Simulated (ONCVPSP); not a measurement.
**How hard is this sulfur (S) ONCV potential?**

- Element: S
- Generator: ONCVPSP 4.0.1
- Type: optimised norm-conserving Vanderbilt (ONCV)
- Functional: PBE
- Relativity: non-relativistic
- Frozen core: [Ne]
- Valence charge: 6
- Reference configuration: 3s2 3p4
- Partial waves: 3s: rc 1.50 bohr, ncon 4, nbas 7, qcut 4.7 1/bohr, 2 projectors, debl 1.1 Ha; 3p: rc 1.80 bohr, ncon 4, nbas 7, qcut 4.3 1/bohr, 3 projectors, debl 1.9 Ha; d scattering state at 0.03 Ha: rc 1.80 bohr, ncon 5, nbas 9, qcut 4.8 1/bohr, 2 projectors, debl 1.9 Ha
- Local potential: polynomial inside 1.50 bohr (lpopt 4, dvloc0 0 Ha)
- Core correction: Teter function fitted to the true core (icmod 2), fcfact 0.5

Question: For each optimised wave give the share of its norm inside rc, the residual kinetic energy above qcut (Ha) and the cutoffs (Ha) for errors of 10, 1, 0.1 and 0.01 mHa per electron.

Answer:

```
         wave  norm inside rc  residual KE  10 mHa  1 mHa  0.1 mHa  0.01 mHa
           3s           0.424      2.2e-03     8.4   15.7     46.2      55.9
s projector 2           0.127      1.6e-03     7.9   11.9     37.8      73.9
           3p           0.446      1.4e-04     4.0    5.7     12.1      41.0
p projector 2           0.109      2.0e-04     5.0    6.8     13.3      30.5
p projector 3           0.097      7.8e-04     6.9    8.5     28.8      74.9
d projector 1           0.001      9.7e-06     0.0    0.9      5.9      11.5
d projector 2           0.152      4.3e-02    15.0   30.1     60.3      94.2
```

The occupied waves need 16 Ha and 46 Ha for 1 and 0.1 mHa. Rows with under 1 % of the norm inside rc give no meaningful cutoff.
